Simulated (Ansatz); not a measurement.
Species: sum formula H2BO2, charge -1, multiplicity 1. 
Coordinates optimised at B3LYP-D3(BJ)/def2-TZVP (Ansatz, a program for electronic structure):
```xyz
5

B      0.2717    -0.5450     0.2858
O      0.8850     0.1384    -0.7610
H      0.3290     0.9186    -1.0496
O     -0.9480    -0.0120     0.6947
H     -1.1831     0.7945     0.1512
```
Charge -1, spin multiplicity 1.

Parts of the frozen-core correlation energy in STO-3G (Ansatz, hartree). Frozen orbitals: 3; correlated occupied orbitals by spin: 9 and 9; virtual: 5 and 5. Spin-orbit coupling is left out. No relativistic terms.

| term | value |
|---|---|
| reference (HF) | -172.97802 |
| MP2 opposite-spin | ___ |
| MP2 same-spin | ___ |
| CCSD correlation | ___ |
| (T) | -0.00410 |
| FCI minus CCSD(T) | -0.00075 |
| T1 diagnostic | 0.017 |
| largest doubles amplitude | 0.117 |

**Question.** What belongs in the gaps?

**Answer.** 
- MP2 opposite-spin, value: -0.08722
- MP2 same-spin, value: -0.01854
- CCSD correlation, value: -0.13645
